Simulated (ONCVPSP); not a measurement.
## Varying the ONCV potential for Sn

Base potential:

```json
{
  "Element": "tin (Sn)",
  "Generator": "ONCVPSP 4.0.1",
  "Type": "optimised norm-conserving Vanderbilt (ONCV)",
  "Functional": "PBE",
  "Relativity": "scalar-relativistic",
  "Frozen core": "[Ar] 3d10",
  "Valence charge": "22",
  "Reference configuration": "4s2 4p6 4d10 5s2 5p2",
  "Partial waves": "4s+5s: rc 1.55 bohr, ncon 3, nbas 7, qcut 7.2 1/bohr, 3 projectors, debl 3.6 Ha; 4p+5p: rc 1.30 bohr, ncon 3, nbas 7, qcut 12.6 1/bohr, 2 projectors; 4d: rc 1.30 bohr, ncon 3, nbas 7, qcut 11.9 1/bohr, local",
  "Local potential": "the d channel",
  "Core correction": "Teter function fitted to the true core (icmod 2), fcfact 0.2"
}
```

All-electron outer shells of the reference configuration (PBE, scalar-relativistic, ld1.x):

```
shell  level (eV)  outermost node (bohr)  outermost maximum (bohr)
   3p     -698.81                   0.14                      0.30
   3d     -473.43                      –                      0.25
   4s     -133.93                   0.40                      0.74
   4p      -89.70                   0.41                      0.79
   4d      -25.84                   0.39                      0.88
   5s      -10.55                   0.98                      2.01
   5p       -3.69                   1.09                      2.55
```

Cutoffs, loose and tight: the cutoffs (Ha) at which the residual kinetic energy of the hardest occupied pseudo-wave falls to 1 and 0.1 mHa per electron. They do not see the model core or the augmentation charge, which bear on the density cutoff. Test errors are all-electron minus pseudo excitation energies from the reference, over the configurations 4s2 4p6 4d10 5s2 5p1; 4s2 4p6 4d10 5s2 5p0; 4s2 4p6 4d10 5s1 5p0; 4s2 4p5 4d10 5s2 5p2. A dash means not determined; rows that change the core or the reference have their own tests.

A true bound ghost makes a file unfit for plane-wave use even where its test errors are small: the radial tests pick states by their node count and pass the ghost by.

```csv
change,outcome,"cutoff, loose","cutoff, tight",bound ghosts,GHOST(+) flags above zero,largest test error (meV)
base,generated,48 Ha,58 Ha,none,none,-66
s: qcut 4.6; p: qcut 8.1; d: qcut 7.7,generated,62 Ha,140 Ha,p,none,-686
s: qcut 5.4; p: qcut 9.4; d: qcut 8.9,generated,35 Ha,52 Ha,none,p,-143
s: qcut 6.1; p: qcut 10.7; d: qcut 10.1,generated,40 Ha,45 Ha,none,s,-105
s: qcut 7; p: qcut 12.3; d: qcut 11.6,generated,46 Ha,56 Ha,none,s,-71
s: qcut 7.6; p: qcut 13.2; d: qcut 12.5,generated,53 Ha,63 Ha,none,none,-59
s: qcut 8.2; p: qcut 14.3; d: qcut 13.5,generated,59 Ha,70 Ha,none,s,-50
s: qcut 9.1; p: qcut 16; d: qcut 15.1,generated,63 Ha,74 Ha,none,s,-50
s: qcut 10.5; p: qcut 18.4; d: qcut 17.4,generated,67 Ha,79 Ha,none,s,-54
```

**Question.** What comes out with this change to the base: s: qcut 9.7; p: qcut 17.1; d: qcut 16.1?

**Answer.** outcome: failed: oncvpsp: lschvkbb ERROR 3 1 100. Cause: the bound-state solver with the separable projectors failed.
